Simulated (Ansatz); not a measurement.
Steps of a relaxation of F2H2O2Sn (`[OH][Sn]([OH])([F])[F]`) with RKS PBE0-D4/def2-TZVP.

```sh
$ ansatz run in.yaml --threads 4 --pin off --events-out ev --progress --plain --max-ram 10444MiB
```

```yaml
crystal:
  periodic: [false, false, false]
  atoms:
    - {symbol: O, position_ang: [-1.288268, 0.721082, 1.150633]}
    - {symbol: Sn, position_ang: [-0.028279, -0.056624, -0.160016]}
    - {symbol: O, position_ang: [1.748816, -0.183337, 0.697967]}
    - {symbol: F, position_ang: [-0.597633, -1.809875, -0.791773]}
    - {symbol: F, position_ang: [0.003208, 1.018935, -1.784705]}
    - {symbol: H, position_ang: [-2.092886, 1.018182, 0.678270]}
    - {symbol: H, position_ang: [2.316242, -0.776364, 0.163924]}
basis:
  gaussian: {orbitals: def2-TZVP}
hamiltonian: {xc: pbe0, dispersion: d4}
relax: {f_tol: 0.005, max_steps: 150}
```

Positions (Å) and forces (eV/Å) along the path, 11 of 11 steps:

```xyz
7
step=1 energy=-15389.4425 eV
O    -1.288    0.721    1.151    0.111   -0.262   -1.267
Sn   -0.028   -0.057   -0.160    0.014    0.018    0.062
O     1.749   -0.183    0.698   -0.658   -0.424   -1.038
F    -0.598   -1.810   -0.792    0.359    1.060    0.384
F     0.003    1.019   -1.785   -0.031   -0.647    0.990
H    -2.093    1.018    0.678    0.578   -0.192    0.416
H     2.316   -0.776    0.164   -0.373    0.448    0.453
7
step=2 energy=-15389.5875 eV
O    -1.273    0.701    1.114   -0.200    0.040   -0.281
Sn   -0.024   -0.051   -0.143    0.014    0.017    0.056
O     1.718   -0.183    0.666    0.070   -0.205   -0.273
F    -0.570   -1.765   -0.762    0.025    0.045    0.023
F    -0.004    1.000   -1.728   -0.008   -0.023    0.051
H    -2.068    1.010    0.655    0.174   -0.039    0.212
H     2.283   -0.779    0.153   -0.075    0.165    0.212
7
step=3 energy=-15389.5938 eV
O    -1.280    0.693    1.104   -0.018   -0.011   -0.063
Sn   -0.025   -0.053   -0.148    0.014    0.017    0.056
O     1.719   -0.182    0.651   -0.011   -0.026   -0.061
F    -0.561   -1.766   -0.764   -0.003   -0.035   -0.003
F    -0.013    1.001   -1.726   -0.003    0.027   -0.022
H    -2.071    1.027    0.667    0.033    0.004    0.044
H     2.293   -0.788    0.170   -0.012    0.024    0.049
7
step=4 energy=-15389.5962 eV
O    -1.286    0.668    1.101    0.108   -0.072    0.040
Sn   -0.028   -0.056   -0.158    0.013    0.016    0.055
O     1.720   -0.163    0.634   -0.092    0.098    0.039
F    -0.528   -1.780   -0.772   -0.005   -0.037   -0.010
F    -0.047    1.014   -1.726   -0.004    0.025   -0.029
H    -2.048    1.063    0.672   -0.101    0.067   -0.049
H     2.279   -0.814    0.203    0.082   -0.098   -0.045
7
step=5 energy=-15389.4807 eV rejected
O    -1.321    0.554    1.093   -1.431    1.459   -0.820
Sn   -0.036   -0.066   -0.195   -0.041   -0.049   -0.167
O     1.734   -0.075    0.552    1.155   -1.885   -0.451
F    -0.382   -1.838   -0.805    0.010    0.153    0.047
F    -0.200    1.063   -1.720    0.029   -0.104    0.119
H    -1.955    1.231    0.688    1.356   -1.461    0.839
H     2.221   -0.937    0.342   -1.080    1.887    0.433
7
step=6 energy=-15389.5994 eV
O    -1.301    0.628    1.098   -0.018    0.005    0.001
Sn   -0.030   -0.059   -0.168   -0.004   -0.005   -0.018
O     1.728   -0.133    0.604    0.016   -0.004   -0.003
F    -0.485   -1.798   -0.781    0.009    0.004    0.005
F    -0.093    1.029   -1.724   -0.005    0.000    0.009
H    -2.016    1.116    0.677    0.014   -0.001    0.001
H     2.258   -0.852    0.248   -0.011    0.002    0.006
7
step=7 energy=-15389.5793 eV rejected
O    -1.324    0.568    1.092   -0.654    0.630   -0.386
Sn   -0.034   -0.063   -0.185   -0.027   -0.034   -0.114
O     1.738   -0.087    0.558    0.521   -0.838   -0.235
F    -0.418   -1.824   -0.796    0.021    0.090    0.035
F    -0.163    1.052   -1.721    0.007   -0.055    0.082
H    -1.962    1.195    0.687    0.614   -0.616    0.389
H     2.223   -0.908    0.320   -0.481    0.824    0.228
7
step=8 energy=-15389.5997 eV
O    -1.305    0.622    1.097   -0.026    0.010   -0.018
Sn   -0.030   -0.059   -0.168   -0.002   -0.003   -0.009
O     1.730   -0.129    0.599    0.018   -0.021   -0.019
F    -0.472   -1.802   -0.780    0.006    0.011    0.004
F    -0.104    1.034   -1.720   -0.002   -0.006    0.011
H    -2.009    1.126    0.674    0.026   -0.011    0.014
H     2.252   -0.861    0.254   -0.019    0.020    0.016
7
step=9 energy=-15389.6000 eV
O    -1.315    0.608    1.095   -0.067    0.049   -0.056
Sn   -0.030   -0.059   -0.170   -0.003   -0.003   -0.011
O     1.736   -0.119    0.585    0.044   -0.081   -0.045
F    -0.450   -1.808   -0.782    0.003    0.015    0.008
F    -0.126    1.041   -1.715    0.002   -0.009    0.015
H    -1.994    1.147    0.672    0.068   -0.052    0.050
H     2.240   -0.878    0.269   -0.048    0.080    0.039
7
step=10 energy=-15389.6003 eV
O    -1.315    0.599    1.093   -0.030    0.025   -0.035
Sn   -0.032   -0.061   -0.177    0.010    0.012    0.040
O     1.735   -0.112    0.579    0.016   -0.043   -0.025
F    -0.449   -1.810   -0.786    0.000   -0.013   -0.004
F    -0.128    1.041   -1.719   -0.004    0.009   -0.010
H    -1.986    1.154    0.681    0.032   -0.027    0.020
H     2.237   -0.879    0.283   -0.024    0.037    0.015
7
step=11 energy=-15389.6004 eV
O    -1.320    0.597    1.091    0.002   -0.001   -0.001
Sn   -0.031   -0.060   -0.174    0.000    0.000    0.000
O     1.738   -0.112    0.575   -0.002    0.001    0.000
F    -0.444   -1.811   -0.784    0.001    0.000    0.001
F    -0.133    1.044   -1.716    0.000    0.001    0.001
H    -1.984    1.157    0.678    0.001    0.000   -0.001
H     2.235   -0.883    0.284   -0.001   -0.001   -0.001
```

Hardware: 4 threads of an Intel Xeon 6975P-C on a shared host. Wall time 22 s, peak host memory 0.45 GiB.
